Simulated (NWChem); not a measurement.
# SiOH cation, singlet; SMILES [Si]=[OH+]

```xyz
3

O     -0.8982    -0.0156    -0.0061
Si     0.6603     0.0115     0.0045
H     -1.8668    -0.0327    -0.0128
```
Atoms are numbered in this order, from 1.

All runs: NWChem. Low-valent species are run as closed-shell singlets; no triplet was tried in these runs. The geometry was optimised at PBE0/def2-SVP. Level: PBE0/def2-SVP with SMD (1 M gas to 1 M solution), gas-phase geometry. Reactions with the solvent are ignored.

Q: Among these, which solvent gives the highest value of “cavity-dispersion-structure term (kcal/mol)”?
(A) water
(B) ethanol
(C) 1-propanol
(D) dichloromethane

A: A, water. Values: dichloromethane -1.1; ethanol -0.5; 1-propanol -0.5; water 0.7
